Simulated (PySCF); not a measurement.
Ionisation energy of Os⁺ by level of theory

Os⁺ [Xe] 4f14 5d6 6s1 (6D) → Os²⁺ [Xe] 4f14 5d6 (5D), as a difference of total energies. All numbers are calculated (PySCF 2.14, scalar relativity through the core potential, in def2-QZVPPD with the def2 core potential (60 electrons)). Correlated levels: valence: 5s2 5p6 frozen. The calculations carry no spin-orbit coupling.

```csv
method,ionisation energy (eV)
UHF,16.006
MP2 (valence),16.829
SCS-MP2 (valence),16.471
CCSD (valence),16.764
CCSD(T) (valence),16.796
```

Task: How much does correlation contribute at CCSD(T) (valence)?

Result: 16.796 − (16.006) = 0.790 eV, measured against UHF.

The reference lies between the lowest fine-structure levels, while these numbers refer to the centres of the terms.

Errors of the correlated levels include the incompleteness of this basis and the frozen core.

For comparison: 17 ± 1 eV (semi-empirical (NIST evaluation); NIST Atomic Spectra Database, ionization energies).
